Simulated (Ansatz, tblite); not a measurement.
Forces on `CN(C)c1ccc(-c2ccc(-c3ccc(C#N)nc3)nc2)nc1` at its r2SCAN-D4/def2-SVP geometry. Total charge 0; singlet.

The xTB rows come from tblite. Single mean-field runs in def2-TZVP are fitted with def2-universal-jkfit.

GFN2-xTB (tblite), largest force 2.36 eV/Å:

```xyz
38
positions Å, forces eV/Å
C     4.868    2.280    3.516    0.187    0.073    0.088
N     3.452    2.073    3.728   -0.172   -0.107   -0.184
C     2.845    2.418    4.996    0.049    0.067    0.159
C     2.685    1.540    2.725   -0.184   -0.086   -0.132
C     3.226    1.175    1.468   -0.228   -0.026    0.031
C     2.397    0.638    0.493    0.063    0.050    0.076
C     1.024    0.457    0.750    0.058    0.056    0.106
C     0.089   -0.104   -0.241   -0.126   -0.021   -0.010
C     0.484   -0.615   -1.489   -0.076   -0.025   -0.004
C    -0.468   -1.120   -2.368   -0.002    0.046    0.138
C    -1.825   -1.113   -1.994    0.078    0.046    0.083
C    -2.901   -1.625   -2.868   -0.020   -0.028   -0.102
C    -4.225   -1.682   -2.395    0.018   -0.010   -0.035
C    -5.230   -2.166   -3.222    0.063    0.009   -0.001
C    -4.881   -2.586   -4.519   -0.112   -0.109   -0.232
C    -5.895   -3.097   -5.403   -1.105   -0.532   -0.910
N    -6.736   -3.506   -6.098    1.695    0.830    1.425
N    -3.626   -2.535   -4.994    0.061    0.303    0.788
C    -2.679   -2.068   -4.190   -0.156   -0.056   -0.088
N    -2.209   -0.634   -0.795    0.642    0.102    0.048
C    -1.297   -0.154    0.038   -0.031   -0.116   -0.251
N     0.510    0.809    1.943    0.524    0.146    0.112
C     1.287    1.320    2.882    0.072   -0.117   -0.335
H     5.309    2.719    4.419   -0.117   -0.123   -0.252
H     5.062    2.970    2.674   -0.149   -0.182    0.267
H     5.397    1.333    3.304   -0.237    0.247    0.104
H     2.386    1.540    5.486    0.196    0.218   -0.209
H     3.616    2.816    5.668   -0.213   -0.108   -0.185
H     2.061    3.190    4.884    0.285   -0.220   -0.053
H     4.287    1.311    1.252   -0.443   -0.064    0.077
H     2.828    0.370   -0.474   -0.181    0.112    0.405
H     1.537   -0.632   -1.784   -0.434    0.006    0.121
H    -0.148   -1.524   -3.331   -0.137    0.175    0.414
H    -4.428   -1.338   -1.378    0.052   -0.151   -0.416
H    -6.268   -2.225   -2.885    0.419    0.023   -0.145
H    -1.673   -2.038   -4.626   -0.518   -0.059    0.098
H    -1.648    0.225    1.004    0.057   -0.191   -0.461
H     0.790    1.578    3.824    0.121   -0.176   -0.532
```

PBE-D4/def2-TZVP (Ansatz), largest force 0.29 eV/Å:

```
C 0.150 0.035 0.010
N -0.044 -0.036 -0.059
C -0.035 0.048 0.140
C -0.059 -0.044 -0.092
C -0.032 -0.017 -0.033
C 0.002 0.019 0.046
C 0.155 -0.043 -0.203
C -0.004 -0.008 -0.004
C -0.035 -0.003 -0.008
C 0.005 0.020 0.052
C 0.137 -0.073 -0.202
C -0.029 0.008 0.014
C 0.008 -0.015 -0.038
C 0.008 -0.003 -0.007
C -0.244 0.014 0.154
C 0.110 0.047 0.063
N -0.038 -0.013 -0.010
N 0.066 -0.083 -0.262
C 0.155 0.091 0.199
N -0.225 -0.002 0.047
C 0.214 0.074 0.116
N -0.232 -0.036 0.041
C 0.166 0.084 0.142
H -0.025 -0.022 -0.038
H -0.016 -0.021 0.033
H -0.027 0.031 0.015
H 0.028 0.032 -0.025
H -0.034 -0.019 -0.037
H 0.041 -0.030 -0.003
H -0.071 -0.004 0.031
H -0.033 0.019 0.062
H -0.080 0.006 0.041
H -0.035 0.029 0.072
H 0.000 -0.031 -0.079
H 0.080 0.002 -0.032
H -0.095 0.001 0.037
H 0.018 -0.036 -0.101
H 0.048 -0.020 -0.082
```

r2SCAN-D4/def2-TZVP (Ansatz), largest force 0.97 eV/Å:

```
C 0.291 0.061 0.001
N -0.088 -0.066 -0.114
C -0.084 0.085 0.271
C -0.105 -0.077 -0.156
C -0.060 -0.016 -0.018
C -0.019 0.027 0.071
C 0.232 0.027 -0.058
C -0.102 -0.057 -0.085
C -0.066 -0.005 0.000
C -0.008 0.026 0.076
C 0.236 -0.004 -0.074
C -0.142 -0.035 -0.054
C 0.015 -0.022 -0.063
C 0.047 -0.009 -0.041
C -0.085 0.074 0.237
C -0.464 -0.232 -0.414
N 0.685 0.340 0.594
N -0.009 0.014 0.039
C 0.094 0.068 0.164
N 0.081 0.011 -0.013
C 0.185 0.042 0.056
N 0.070 0.005 -0.004
C 0.154 0.061 0.086
H -0.139 -0.122 -0.237
H -0.075 -0.167 0.207
H -0.155 0.222 0.058
H 0.129 0.207 -0.145
H -0.199 -0.111 -0.201
H 0.209 -0.195 0.002
H -0.305 -0.034 0.077
H -0.125 0.084 0.286
H -0.321 0.004 0.100
H -0.101 0.123 0.298
H 0.027 -0.118 -0.318
H 0.308 0.013 -0.112
H -0.342 -0.012 0.124
H 0.078 -0.130 -0.337
H 0.153 -0.083 -0.302
```
